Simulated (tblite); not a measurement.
CH12OSeSi4.
Atom-mapped SMILES: `[CH3:1][Si@@H:2]([SiH2:3][O:4][SiH3:5])[Se:6][SiH3:7]` (hydrogens: H8, H9, H10 on C1; H11 on Si2; H12, H13 on Si3; H14, H15, H16 on Si5; H17, H18, H19 on Si7)

Computed with GFN2-xTB (tblite), gas phase: L-BFGS steps from a force-field or distance-geometry start until the largest atomic force falls under 0.01 eV/Å.

Step 53: E = -614.3969 eV
```
atom  x, y, z in Å  |  force x, y, z in eV/Å
C1      0.8929    0.0356   -1.4618    0.009  -0.022  -0.019
Si2     0.3542    0.9103    0.1465   -0.006  -0.003   0.032
Si3    -1.2895   -0.1671    1.3798    0.016   0.031  -0.004
O4     -2.5933   -0.1391    0.4174    0.009   0.015   0.002
Si5    -4.0410   -0.0468   -0.2992   -0.004   0.008   0.007
Se6     2.2244    1.0086    1.5668   -0.031   0.021   0.021
Si7     4.0338    0.2831    0.4087    0.006  -0.002  -0.002
H8      1.7813    0.4926   -1.8898    0.014   0.014  -0.012
H9      1.1166   -1.0124   -1.2814    0.015  -0.024   0.012
H10     0.1039    0.0756   -2.2059   -0.034   0.016   0.007
H11     0.1502    2.3297   -0.2066    0.025  -0.024   0.015
H12    -1.6527    0.5054    2.6314   -0.017  -0.021  -0.017
H13    -1.0374   -1.5883    1.6538   -0.013   0.003   0.000
H14    -4.0626   -1.1490   -1.2558   -0.001  -0.006  -0.023
H15    -4.0795    1.2645   -0.9451   -0.002  -0.015   0.002
H16    -5.0745   -0.1895    0.7228    0.018   0.005   0.005
H17     3.7309   -1.0152   -0.1840   -0.014  -0.007  -0.007
H18     4.3594    1.2591   -0.6252   -0.009   0.006  -0.020
H19     5.0730    0.1829    1.4199    0.017   0.007   0.000
```

Step 54: E = -614.3974 eV
```
atom  x, y, z in Å  |  force x, y, z in eV/Å
C1      0.8925    0.0362   -1.4579    0.007  -0.027  -0.012
Si2     0.3557    0.9111    0.1517   -0.002   0.010   0.008
Si3    -1.2915   -0.1662    1.3809    0.027   0.026  -0.018
O4     -2.5950   -0.1263    0.4188    0.010   0.014   0.005
Si5    -4.0422   -0.0467   -0.3004    0.000   0.009  -0.003
Se6     2.2287    1.0072    1.5677   -0.037   0.023   0.026
Si7     4.0354    0.2835    0.4054    0.003  -0.003   0.005
H8      1.7786    0.4930   -1.8915   -0.001   0.015  -0.003
H9      1.1193   -1.0104   -1.2735    0.017  -0.030   0.005
H10     0.0997    0.0709   -2.1985   -0.025   0.018   0.009
H11     0.1556    2.3305   -0.2051    0.022  -0.028   0.023
H12    -1.6522    0.4985    2.6364   -0.021  -0.015  -0.006
H13    -1.0420   -1.5899    1.6444   -0.014   0.002   0.003
H14    -4.0557   -1.1496   -1.2562   -0.002  -0.012  -0.019
H15    -4.0872    1.2613   -0.9507    0.000  -0.001  -0.002
H16    -5.0775   -0.1901    0.7189    0.013  -0.002   0.014
H17     3.7347   -1.0165   -0.1829   -0.018  -0.020  -0.013
H18     4.3593    1.2559   -0.6314   -0.009   0.016  -0.027
H19     5.0741    0.1873    1.4165    0.030   0.006   0.007
```

Step 55: E = -614.3979 eV
```
atom  x, y, z in Å  |  force x, y, z in eV/Å
C1      0.8918    0.0364   -1.4533    0.004  -0.027   0.000
Si2     0.3576    0.9122    0.1577    0.005   0.010  -0.025
Si3    -1.2930   -0.1653    1.3811    0.030   0.014  -0.028
O4     -2.5953   -0.1151    0.4178    0.009   0.014   0.004
Si5    -4.0428   -0.0464   -0.3017    0.005   0.005  -0.014
Se6     2.2321    1.0058    1.5695   -0.030   0.022   0.026
Si7     4.0368    0.2839    0.4016    0.000  -0.001   0.012
H8      1.7756    0.4936   -1.8925   -0.019   0.010   0.005
H9      1.1222   -1.0088   -1.2649    0.016  -0.029  -0.007
H10     0.0945    0.0667   -2.1899   -0.009   0.015   0.014
H11     0.1619    2.3309   -0.2037    0.017  -0.022   0.029
H12    -1.6544    0.4916    2.6392   -0.024  -0.006   0.010
H13    -1.0471   -1.5914    1.6359   -0.013   0.003   0.004
H14    -4.0497   -1.1500   -1.2569   -0.004  -0.015  -0.014
H15    -4.0940    1.2589   -0.9555    0.002   0.013  -0.007
H16    -5.0783   -0.1907    0.7165    0.009  -0.008   0.021
H17     3.7377   -1.0181   -0.1826   -0.020  -0.023  -0.014
H18     4.3594    1.2527   -0.6389   -0.013   0.019  -0.025
H19     5.0750    0.1924    1.4132    0.038   0.005   0.007
```

Step 56: E = -614.3984 eV
```
atom  x, y, z in Å  |  force x, y, z in eV/Å
C1      0.8914    0.0361   -1.4487   -0.001  -0.021   0.012
Si2     0.3599    0.9136    0.1634    0.012  -0.001  -0.052
Si3    -1.2940   -0.1645    1.3802    0.027   0.002  -0.028
O4     -2.5946   -0.1056    0.4153    0.007   0.013  -0.001
Si5    -4.0429   -0.0462   -0.3033    0.008   0.002  -0.019
Se6     2.2346    1.0048    1.5719   -0.013   0.019   0.021
Si7     4.0378    0.2845    0.3981   -0.004   0.000   0.015
H8      1.7725    0.4945   -1.8930   -0.035   0.003   0.011
H9      1.1252   -1.0080   -1.2569    0.012  -0.022  -0.019
H10     0.0892    0.0634   -2.1806    0.009   0.007   0.018
H11     0.1682    2.3309   -0.2019    0.010  -0.007   0.032
H12    -1.6589    0.4853    2.6400   -0.023   0.002   0.024
H13    -1.0519   -1.5925    1.6290   -0.011   0.005   0.003
H14    -4.0454   -1.1504   -1.2585   -0.005  -0.013  -0.006
H15    -4.0993    1.2572   -0.9592    0.001   0.022  -0.011
H16    -5.0769   -0.1911    0.7160    0.006  -0.013   0.022
H17     3.7397   -1.0197   -0.1828   -0.019  -0.016  -0.009
H18     4.3592    1.2498   -0.6469   -0.020   0.015  -0.012
H19     5.0763    0.1977    1.4103    0.038   0.003   0.000
```

**Question.** Estimate the geometry and energy of step 57. (The exact step hangs on the optimiser's Hessian estimate; all steps are aligned on step 56, rigid shifts and turns removed.)

**Answer.** E = -614.3990 eV, largest force 0.063 eV/Å
```
atom  x, y, z in Å  |  force x, y, z in eV/Å
C1      0.8913    0.0349   -1.4442   -0.007  -0.013   0.019
Si2     0.3626    0.9148    0.1679    0.016  -0.017  -0.059
Si3    -1.2944   -0.1638    1.3785    0.016  -0.005  -0.019
O4     -2.5934   -0.0973    0.4122    0.007   0.008  -0.012
Si5    -4.0426   -0.0465   -0.3053    0.008   0.002  -0.016
Se6     2.2360    1.0044    1.5749    0.011   0.012   0.013
Si7     4.0385    0.2850    0.3952   -0.005   0.001   0.015
H8      1.7693    0.4953   -1.8934   -0.042  -0.005   0.014
H9      1.1281   -1.0084   -1.2504    0.008  -0.012  -0.029
H10     0.0843    0.0608   -2.1712    0.023  -0.003   0.016
H11     0.1742    2.3309   -0.1994    0.004   0.012   0.029
H12    -1.6651    0.4798    2.6395   -0.017   0.008   0.030
H13    -1.0560   -1.5932    1.6242   -0.008   0.007   0.000
H14    -4.0431   -1.1509   -1.2611   -0.005  -0.007   0.006
H15    -4.1029    1.2563   -0.9618   -0.001   0.024  -0.014
H16    -5.0736   -0.1916    0.7174    0.008  -0.017   0.014
H17     3.7405   -1.0213   -0.1834   -0.016   0.000   0.001
H18     4.3582    1.2476   -0.6544   -0.028   0.004   0.007
H19     5.0784    0.2026    1.4075    0.029   0.003  -0.013
```

The energy changes by -0.0005 eV. The first-order estimate −F·Δx gives -0.0007 eV and the mean of the old and new forces, exact on a quadratic surface, -0.0005 eV. The step makes an angle of 77° with the force vector and moves no atom by more than 0.011 Å.

The cost below is that of the whole relaxation. On one thread, Arm Neoverse V2 (aarch64), shared host, this took 2.1 s.
